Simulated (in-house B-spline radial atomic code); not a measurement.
## RPA and G0W0 on r2SCAN: Pb IV (Pb3+)

Configuration [Xe] 4f14 5d10 6s1, highest spin, mean-field start r2SCAN. Computed with an all-electron radial atomic-structure program (B-spline basis): all electrons, scalar-relativistic (spin-free one-electron X2C), finite nucleus, each spin shell either full or empty, empty states to l = 9 with an (l + 1/2)⁻⁴ tail; G0W0 by contour deformation at full frequency.

Without the two-electron picture change, the correlation of inner shells comes somewhat too large for so heavy an element.

RPA overbinds a lone outer s electron by self-correlation, and G0W0 tends to as well.

Command:
```bash
python run_gw.py task.json out
```
Settings (radii: box in bohr, nucleus in fm):
```
Z                        82
electrons                79
configuration            [Xe] 4f14 5d10 6s1
hamiltonian              x2c
method                   r2scan
lmax                     9
rms_radius               5.5012
spin_polarised           True
box_radius               14.14
intervals                68
ion_configuration        [Xe] 4f14 5d10
```

Time taken, with all properties: 20 s on 1 thread of Arm Neoverse N1, on a shared host.

Energies (hartree):

```tsv
term	value
mean-field total	-20884.28529
Hartree-Fock functional on these orbitals	-20878.28780
direct second order	-8.0652
second-order exchange	1.9958
SOSEX correction	1.8799
```

Q: What is the RPA correlation energy, and what remains with SOSEX?

A: RPA gives -7.0964 hartree (-2.44 eV per electron); RPA + SOSEX gives -5.2165, and the second-order doubles -6.0694 hartree (no singles). RPA lacks exchange-type terms and so overcorrelates at short range.

Quasi-particle levels (eV):

```json
{"level": "6s up", "occupied": "yes", "mean field": "-38.14", "Σx - vxc": "-2.83", "Σc": "?", "QP weight": "?", "G0W0": "?"}
{"level": "5d down", "occupied": "yes", "mean field": "-49.70", "Σx - vxc": "-7.60", "Σc": "0.12", "QP weight": "0.930", "G0W0": "-57.17"}
{"level": "5d up", "occupied": "yes", "mean field": "-50.17", "Σx - vxc": "-7.56", "Σc": "0.14", "QP weight": "0.922", "G0W0": "-57.59"}
{"level": "6s down", "occupied": "no", "mean field": "-36.16", "Σx - vxc": "7.03", "Σc": "-2.97", "QP weight": "0.953", "G0W0": "-32.09"}
```

G0W0 = mean field + (Σx - vxc) + Σc, with Σc (partial-wave tail included) taken at the quasi-particle energy. Only the outer levels were computed. Levels of low weight are left out.

Q: Where does G0W0 put 6s up?

A: At -43.02 eV, with Σc = -2.04 eV and a quasi-particle weight of 0.961. The tabulated removal energy is 42.333 eV (NIST, measured); the calculation leaves out spin-orbit coupling, Breit and QED terms, and what these don't explain is the method's own error.

Q: What does it cost to remove one electron (to [Xe] 4f14 5d10) by differences of total energies, each species on its own start (correlation terms add to the Hartree-Fock functional)?

A: r2SCAN 42.64 eV, Hartree-Fock functional 40.48 eV, + RPA 42.81 eV, + RPA + SOSEX 42.11 eV, + second order 43.41 eV. Tabulated: 42.333 eV (NIST, measured); the calculation leaves out spin-orbit coupling, Breit and QED terms, and what these don't explain is the method's own error.
